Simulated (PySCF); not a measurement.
## Ti²⁺ (titanium, charge +2) across methods

[Ar] 3d1 4s1, high-spin 3D determinant (an excited configuration). Computed with PySCF 2.14 in x2c-TZVPPall, with scalar relativity by spin-free X2C-1e.

```csv
method,E (hartree),mean ε 3p β (eV),mean ε 3d α (eV),mean ε 4s α (eV),Σ⟨r²⟩ (bohr²),⟨S²⟩
UHF,-851.88820,-69.941,-33.608,-21.982,23.04,2.002
PBE0,-852.572,-63.116,-28.076,-20.242,22.80,2.001
PBE,-852.530,-60.379,-25.977,-19.523,22.79,2.000
TPSSh,-852.778,-61.733,-27.024,-19.683,22.83,2.001
LDA,-850.645,-60.458,-25.894,-19.766,22.77,2.000
M06,-852.721,-63.263,-27.226,-20.121,22.77,2.000
PBEsol,-851.554,-60.316,-25.852,-19.552,22.80,2.000
BHandHLYP,-852.777,-65.648,-30.123,-20.910,22.81,2.001
r2SCAN,-852.720,-61.315,-26.483,-19.675,22.85,2.001
```
